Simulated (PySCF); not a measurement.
# InCl3: from structure and modes to constants

Method: PySCF, PBE0, basis In def2-SVP with ECP28, Cl def2-SVP (scalar-relativistic core potentials, no spin–orbit coupling, density fitting).

The singlet minimum has D3h symmetry. Masses (u): In 114.90388, Cl 34.96885.

```xyz
4
charge 0 multiplicity 1, angstrom
In    0.0000    0.0000    0.0000
Cl    2.3209    0.0000    0.0000
Cl   -1.1605    2.0100    0.0000
Cl   -1.1605   -2.0100    0.0000
```

Harmonic wavenumbers (cm⁻¹): 92.7 (e', ×2), 98.7 (a2'', ×1), 347.6 (a1', ×1), 404.8 (e', ×2).

Problem. Find the principal moments of inertia and the rotational constants. What kind of rotor is it?

Solution. About the centre of mass I = 282.55, 282.55, 565.1 u Å². With B = 16.8576/I this gives 0.05966, 0.05966, 0.02983 cm⁻¹. The molecule is an oblate symmetric top.

Problem. What is the harmonic zero-point energy?

Solution. Half the sum of all 6 wavenumbers, 1441/2 = 721 cm⁻¹, which is 8.6 kJ/mol (1 cm⁻¹ = 0.0119627 kJ/mol).

Problem. Find the vibrational entropy and heat capacity at 298.15 K.

Solution. With u = 1.43878 ω/T, each mode gives S = R[u/(eᵘ−1) − ln(1−e⁻ᵘ)] and C = R u² eᵘ/(eᵘ−1)².
```csv
ω (cm⁻¹),u,S (J/(mol K)),C (J/(mol K))
92.7 (×2),0.448,15.07,8.18
98.7,0.476,14.56,8.16
347.6,1.677,4.93,6.61
404.8 (×2),1.953,3.95,6.11
```
The sums over all modes are S = 57.5 and C = 43.3 J/(mol K); the softest mode gives 26 % of the entropy (each member, where degenerate).

Problem. Give the standard entropy (298.15 K, 1 bar) by its translational, rotational, vibrational and spin parts, and Cp.

Solution. Sackur–Tetrode with M = 219.81 u gives 176.1; rotation with symmetry number 6 gives 106.9; vibration 57.5; spin R ln 1 = 0.0. The total is 340.5 J/(mol K), and Cp = 4 R + 43.3 = 76.6 J/(mol K).
